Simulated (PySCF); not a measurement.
HF5OW (SMILES [OH][W]([F])([F])([F])([F])[F]), singlet, geometry from GFN2-xTB (such geometries of metal compounds can be far from the true shape) (core potentials on W). Base run: DF-PBE0/def2-SV(P) (PySCF).

PySCF was given this input:
```python
from pyscf import gto, scf, dft

mol = gto.Mole()
mol.atom = '''
    W     0.006340   -0.013036    0.003011
    F    -0.780811    1.605325   -0.370774
    F     1.414361    0.932320    0.770313
    F     0.842775    0.093800   -1.656488
    F    -0.892907    0.009270    1.632683
    F    -1.464493   -0.829250   -0.794119
    O     0.783059   -1.609947    0.371842
    H     1.196016   -2.458975    0.567938
'''
mol.basis = 'def2-sv(p)'
mol.ecp = {'W': 'def2-sv(p)'}
mol.charge = 0
mol.spin = 0
mol.verbose = 4
mol.build()

mf = dft.RKS(mol)
mf.xc = 'pbe0'
mf = mf.density_fit(auxbasis='def2-universal-jkfit')
mf.kernel()
```

The base run was repeated with changes; each row names its change, and settings that it needs were set with it.

```json
[
 {"change": "base", "basis functions": "111", "E (Eh)": "-641.30788", "HOMO (eV)": "-11.67", "HOMO-LUMO gap (eV)": "7.15", "dipole (D)": "4.31", "outcome": "converged"},
 {"change": "basis = x2c-SVPall; relativity = spin-free X2C (without mol.ecp = {'W': 'def2-sv(p)'}; without mf = mf.density_fit(auxbasis='def2-universal-jkfit'))", "basis functions": "155", "E (Eh)": "-16719.32581", "HOMO (eV)": "-11.62", "HOMO-LUMO gap (eV)": "7.09", "dipole (D)": "4.23", "outcome": "converged"},
 {"change": "basis = x2c-SVPall; relativity = spin-free X2C; nucleus = Gaussian (with mol.nucmod = 'G'; without mol.ecp = {'W': 'def2-sv(p)'}; without mf = mf.density_fit(auxbasis='def2-universal-jkfit'))", "basis functions": "155", "E (Eh)": "-16717.43893", "HOMO (eV)": "-11.62", "HOMO-LUMO gap (eV)": "7.09", "dipole (D)": "4.23", "outcome": "converged"},
 {"change": "basis = x2c-SVPall; relativity = none (without mol.ecp = {'W': 'def2-sv(p)'}; without mf = mf.density_fit(auxbasis='def2-universal-jkfit'))", "basis functions": "155", "E (Eh)": "-", "HOMO (eV)": "-", "HOMO-LUMO gap (eV)": "-", "dipole (D)": "-", "outcome": "not converged"},
 {"change": "basis = ANO-RCC-VDZP; relativity = spin-free X2C; nucleus = Gaussian (with mol.nucmod = 'G'; without mol.ecp = {'W': 'def2-sv(p)'}; without mf = mf.density_fit(auxbasis='def2-universal-jkfit'))", "basis functions": "-", "E (Eh)": "-", "HOMO (eV)": "-", "HOMO-LUMO gap (eV)": "-", "dipole (D)": "-", "outcome": "cut at the time limit"},
 {"change": "basis = ANO-RCC-VDZP; relativity = none (without mol.ecp = {'W': 'def2-sv(p)'}; without mf = mf.density_fit(auxbasis='def2-universal-jkfit'))", "basis functions": "-", "E (Eh)": "-", "HOMO (eV)": "-", "HOMO-LUMO gap (eV)": "-", "dipole (D)": "-", "outcome": "cut at the time limit"},
 {"change": "basis = ANO-RCC-VDZP; relativity = spin-free X2C (without mol.ecp = {'W': 'def2-sv(p)'}; without mf = mf.density_fit(auxbasis='def2-universal-jkfit'))", "basis functions": "-", "E (Eh)": "-", "HOMO (eV)": "-", "HOMO-LUMO gap (eV)": "-", "dipole (D)": "-", "outcome": "cut at the time limit"}
]
```

Total energies compare only within one method and basis.

Basis sets contracted for a relativistic Hamiltonian are a mismatch without it, so the rows without relativity aren't non-relativistic limits. No row has spin-orbit coupling; sets with core potentials leave out the core electrons.
